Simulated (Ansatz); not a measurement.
One change: `O[SiH]1[CH2][AlH]1` becomes `[SiH3][SiH2][SiH]1[CH2][AlH]1`.

Ansatz, PBE0-D4/def2-TZVP geometries, multiplicity 1. Each molecule was computed in one conformer, which needn't be the lowest.

```json
{"property": "HOMO energy (PBE/def2-TZVPP) / eV", "`O[SiH]1[CH2][AlH]1`": "-4.91"}
{"property": "LUMO energy (B3LYP/def2-TZVPP) / eV", "`O[SiH]1[CH2][AlH]1`": "-1.94"}
{"property": "LUMO energy (PBE0/def2-TZVPP) / eV", "`O[SiH]1[CH2][AlH]1`": "-1.77"}
{"property": "HOMO–LUMO gap (PBE/def2-TZVPP) / eV", "`O[SiH]1[CH2][AlH]1`": "2.38"}
{"property": "LUMO energy (PBE/def2-TZVPP) / eV", "`O[SiH]1[CH2][AlH]1`": "-2.53"}
{"property": "HOMO–LUMO gap (ωB97M-V/def2-TZVPP) / eV", "`O[SiH]1[CH2][AlH]1`": "7.74"}
```

(1) Give the same properties after the change, and the shifts. (Best estimate.)

Results:

(1) Ansatz gave: 
```tsv
property	`[SiH3][SiH2][SiH]1[CH2][AlH]1`	shift
HOMO energy (PBE/def2-TZVPP) / eV	-5.11	-0.20
LUMO energy (B3LYP/def2-TZVPP) / eV	-2.12	-0.18
LUMO energy (PBE0/def2-TZVPP) / eV	-1.96	-0.19
HOMO–LUMO gap (PBE/def2-TZVPP) / eV	2.39	0.01
LUMO energy (PBE/def2-TZVPP) / eV	-2.72	-0.19
HOMO–LUMO gap (ωB97M-V/def2-TZVPP) / eV	7.65	-0.09
```

B3LYP here is the variant with VWN-RPA as its local correlation; programs differ in this.
